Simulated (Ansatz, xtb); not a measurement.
## F2GaH3OSi: which of two isomers lies lower

Structure a is `F[SiH2][O][GaH][F]`, a singlet and structure b is `[F][Ga]([F])[O][SiH3]`, a singlet. Both are isolated molecules in the gas phase, relaxed with PBE0-D4/def2-SVP; the shapes shown needn't be the lowest conformers.

a (Å):

```xyz
8

F     1.4004   -0.7052    2.1995
F     1.3207   -0.6540   -1.6917
Ga   -0.3034   -0.3946   -1.0999
O    -0.3375    0.3673    0.5009
Si    0.6843    0.6795    1.7489
H    -0.1120    1.1720    2.9009
H     1.7607    1.6252    1.3528
H    -1.5582   -0.7645   -1.9108
```

b (Å):

```xyz
8

F     0.1404   -2.2659    1.4406
F     2.9020   -1.4096    0.7722
Ga    1.1978   -1.1278    0.6667
O     0.5769    0.2599   -0.1930
Si   -0.8808    0.9706   -0.5808
H    -1.6426    1.3097    0.6586
H    -1.7037    0.0476   -1.4189
H    -0.5900    2.2153   -1.3454
```

Problem. Which of the two would you expect CCSD(T)/def2-SVP + ΔMP2/def2-TZVPP electronic energies to favour?

Solution. Structure a; the calculation gives E(b) − E(a) = +21.7 kcal/mol.

Level by level:

| level | geometry | E(b) − E(a) (kcal/mol) | departure from the last row (kcal/mol) | job, with rough time for the two |
| --- | --- | --- | --- | --- |
| PBE0-D4/def2-SVP | PBE0-D4/def2-SVP | +19.0 | −2.7 | optimisation, 69 s |
| HF/def2-SVP | PBE0-D4/def2-SVP | +18.3 | −3.4 | part of the CCSD(T) run |
| MP2/def2-SVP | PBE0-D4/def2-SVP | +16.3 | −5.4 | part of the CCSD(T) run |
| CCSD(T)/def2-SVP | PBE0-D4/def2-SVP | +16.3 | −5.3 | single point |
| CCSD(T)/def2-SVP + ΔMP2/def2-TZVPP | PBE0-D4/def2-SVP | +21.7 |  | single point, 33 s |

As drawn, b has 1 F–Ga, 1 Si–H in place of 1 F–Si, 1 Ga–H.

The levels shown agree on the order. The largest departure from CCSD(T)/def2-SVP + ΔMP2/def2-TZVPP is that of MP2/def2-SVP, 5.4 kcal/mol. Levels run at GFN2-xTB geometries aren't shown. The last row adds to CCSD(T) the change of the MP2 difference between the two basis sets, here +5.3 kcal/mol, a large step that makes the value less sure.

With harmonic frequencies from PBE0-D4/def2-SVP (ideal gas, rigid rotor, one conformer each, 298.15 K, 1 atm): on the last row, ΔE + ΔZPE = +21.5 kcal/mol. A mode under 50 cm⁻¹ makes harmonic enthalpies and free energies unreliable, so none is given.

The correlated steps freeze 17 core orbitals; the filled d shell of Ga is correlated, in a basis made for valence electrons. Programs: Ansatz 0.2.0; the last row on 2 threads of Arm Neoverse V1 on a shared host.
